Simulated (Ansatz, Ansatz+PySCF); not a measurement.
```xyz
2

Li    0.0000    0.0000   -0.5992
H     0.0000    0.0000    1.7976
```

Basis set: cc-pVDZ (spherical functions). All electrons are correlated. Charge 0, multiplicity 1.

Computed with Ansatz (development build ahead of 0.2.0); each method stands on the lowest determinant of its kind that the runs found. Restricted open shells among the atoms or ions are ROHF, correlated in semicanonical orbitals with singles. Restricted functionals stand beside restricted open-shell atoms, which can lie above the unrestricted atoms usual in DFT and then raise those values.

The atomization energy at this shape (free ground-state atoms in the same class of orbitals less the molecule, no zero-point energy) of singlet LiH:

```
             method  atomization energy
 ωB97X (restricted)             1.54 eV
r²SCAN (restricted)             1.48 eV
 PBE (unrestricted)             1.44 eV
        RHF-CCSD(T)             1.41 eV
            RHF-MP2             1.10 eV
            UHF-MP2             0.93 eV
                UHF             0.52 eV
                RHF             0.48 eV
```

**Question.** What does PBE0 (restricted) give?

**Answer.** 1.34 eV. Caution for RHF-CCSD(T), RHF-MP2, UHF-MP2: bonds are stretched, where a single reference can fail. Caution for UHF-MP2: another reference gives a lower total. Caution for UHF-MP2, UHF: the unrestricted determinant is spin contaminated.
